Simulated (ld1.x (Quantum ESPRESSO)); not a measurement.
# Before and after: PAW potential for nickel (Ni)

```
Element                 : Ni
Generator               : ld1.x (Quantum ESPRESSO) 7.5
Type                    : PAW
Functional              : PBE
Relativity              : scalar-relativistic
Frozen core             : [Ne]
Valence charge          : 18
Reference configuration : 3s2 3p6 3d8 4s1.75 4p0.25
Partial waves           : 3s (bound): rcut 1.00, rcutus 1.05 bohr; 4s (bound): rcut 1.00, rcutus 1.05 bohr; 3p (bound): rcut 1.10, rcutus 1.15 bohr; 4p (bound): rcut 1.10, rcutus 1.15 bohr; 3d (bound): rcut 1.45, rcutus 1.55 bohr; 3d channel at 0.35 Ry: rcut 1.45, rcutus 1.55 bohr; 4f channel at 0.05 Ry: rc 1.70 bohr
Local potential         : the f channel
Core correction         : a·sin(br)/r model core, default radius (core density twice the valence density)
Augmentation charge     : PSQ, inside the norm-conserving radii
```

Change: waves 3d (bound): rcut 1.45, rcutus 1.94 bohr; 3d channel at 0.35 Ry: rcut 1.45, rcutus 1.94 bohr.

Cutoffs: the cutoffs (Ry, on a coarse ladder) from which the occupation-weighted sum of valence levels, in a spherical-Bessel basis at the reference potential, stays within 10 and 1 mRy of its value at 400 Ry; they do not see the model core or the augmentation charge, which bear on the density cutoff. Errors are all-electron minus pseudo energies relative to the spin-unpolarised reference configuration.

Q: What does the change do?

A: The potential gets neither clearly harder nor softer (70 Ry and 120 Ry → 70 Ry and 110 Ry); the p channel sets the loose cutoff, while the largest relative change is in d, which becomes softer; the number of tests with a reliable result goes from 7 to 3 (the test run of the changed file stopped, so its transferability is not established); of the 3 tests that both files solve, the error grows in 2 and shrinks in 0 by more than 15 % and 0.3 meV (median size 0.5 → 1.4 meV); neither file shows a bound ghost.

| quantity | base | changed |
| --- | --- | --- |
| cutoff, loose | 70 Ry | 70 Ry |
| cutoff, tight | 120 Ry | 110 Ry |
| loose cutoff by channel (10 mRy a level) | s 45 Ry, p 55 Ry, d 35 Ry | s 45 Ry, p 55 Ry, d 21 Ry |
| bound ghosts | none | none |
| tests with a reliable result | 7 of 7 | 3 of 7 (the test run stopped) |
| error for 3s2 3p6 3d8 4s2 4p0, meV [ΔE -1.11 eV] | +0.1 | +0.1 |
| error for 3s2 3p6 3d8 4s1 4p0, meV [ΔE 8.21 eV] | -0.5 | -1.4 |
| error for 3s2 3p6 3d8 4s0 4p0, meV [ΔE 25.56 eV] | -2.4 | -6.1 |
| lowest overlap eigenvalue by channel | s 0.40, p 0.22, d 0.99 | s 0.40, p 0.22, d 0.15 |
